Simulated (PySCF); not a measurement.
Electrostatic solvation of a mixed set.

Computed with PySCF at PBE0/pcSseg-1, non-relativistic, each on one gas-phase PBE0-D3(BJ)/def2-SVP geometry that isn't relaxed in the solvent. The solvent is an IEF-PCM continuum (cavity from Bondi-type radii × 1.2). Specific hydrogen bonds and non-electrostatic terms are outside this model.

Problem. Order them by E(solvent) − E(gas) in acetonitrile (ε = 35.69), most negative first (kJ/mol).
A. `[CH3:1][C+:2]1[CH2:3][CH2:4][CH2:5][CH2:6][C@H:7]1[F:8]` (charge +1) with C1–C2–C3–C4 109°, C2–C3–C4–C5 58°, C3–C4–C5–C6 -57°, C4–C5–C6–C7 55°
B. `[CH:1]1=[CH:2][CH2:3][c:4]2[cH:5][cH:6][cH:7][cH:8][c:9]2[CH:10]=[CH:11]1` with C1–C2–C3–C4 67°, C2–C3–C4–C5 115°, C8–C9–C10–C11 -146°, C2–C1–C11–C10 -32°
C. `CC#CC1=C[CH+]1`

Solution. A (-229.0), C (-221.2), B (-18.7).

```tsv
SMILES	charge	ΔE (kJ/mol)	polarisation term (kJ/mol)	HOMO shift (eV)	dipole gas (D)	dipole solvent (D)	atoms
C[C+]1CCCC[C@H]1F	1	-229.0	-232.7	+4.25	–	–	20
CC#Cc1c[cH+]1	1	-221.2	-224.1	+4.09	–	–	11
C1=CCc2ccccc2C=C1	0	-18.7	-21.2	-0.08	0.22	0.34	21
```

The ions come first: each gains 221.2 kJ/mol or more, the neutral species gain 18.7 at most. The polarisation term is half the interaction of the solute with the induced surface charges. No dipole is given for ions, as it depends on the origin.
